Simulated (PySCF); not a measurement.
A species of formula C6H7F3Si has this rotational fingerprint, computed with PBE0/pcSseg-1 in PySCF (dipole) on a GFN2-xTB geometry, gas phase:

| Property | Result |
| --- | --- |
| Rotational constants | A = 2466, B = 637.6, C = 588.3 MHz |
| Dipole components | \|μa\| = 3.36 D, \|μb\| = 0.01 D, \|μc\| = 0.19 D |
| Inertial defect | -138.48 u·Å² |
| κ | -0.95 |

Task: Which candidate fits, each taken in the one conformer that was computed?
A. `C1=CC(C(F)(F)F)=C[Si@H]1C`
B. `[CH:1]#[C:2][Si@@H:3]1[CH2:4][CH2:5][C@H:6]1[C:7]([F:8])([F:9])[F:10]` with C2–Si3–C4–C5 -100°, Si3–C4–C5–C6 -8°, C4–C5–C6–C7 -106°, C2–Si3–C6–C5 106°
C. `[F:1][C:2]([F:3])([F:4])[CH2:5][C:6]1=[CH:7][CH:8]=[CH:9][SiH2:10]1` with C2–C5–C6–C7 -120°
D. `CC1=C(C(F)(F)F)C=C[SiH2]1`
E. `[F:1][C:2]([F:3])=[C:4]([F:5])/[CH:6]=[CH:7]\[C@@H:8]1[CH2:9][SiH2:10]1` with C2–C4–C6–C7 176°, C6–C7–C8–C9 -169°

Result: A. It is C[Si@H]1C=CC(C(F)(F)F)=C1, a near-prolate asymmetric top, point group C1. The candidates at the same level (rigid rotor, commonest isotopes):

```
                        SMILES  A (MHz)  B (MHz)  C (MHz)  μa (D)  μb (D)  μc (D)  Δ (u·Å²)  point group                        rotor
       FC(F)(F)CC1=CC=C[SiH2]1     2462    707.1    628.4    1.72    0.84    1.20   -115.75           C1  near-prolate asymmetric top
     CC1=C(C(F)(F)F)C=C[SiH2]1     1949    853.8    670.1    2.68    0.63    0.02    -97.05      near Cs               asymmetric top
   C#C[Si@@H]1CC[C@H]1C(F)(F)F     2009    740.4    653.8    2.77    0.99    0.76   -161.09           C1               asymmetric top
     C[Si@H]1C=CC(C(F)(F)F)=C1     2466    637.6    588.3    3.36    0.01    0.19   -138.48           C1  near-prolate asymmetric top
FC(F)=C(F)/C=C\[C@@H]1C[SiH2]1     2969    460.4    427.5    2.48    0.79    0.31    -85.72           C1  near-prolate asymmetric top
```

`C#C[Si@@H]1CC[C@H]1C(F)(F)F` has A 19 % too low; `FC(F)(F)CC1=CC=C[SiH2]1` has B 11 % too high; `FC(F)=C(F)/C=C\[C@@H]1C[SiH2]1` has B 28 % too low; `CC1=C(C(F)(F)F)C=C[SiH2]1` has B 34 % too high. No structure here is proved a minimum.
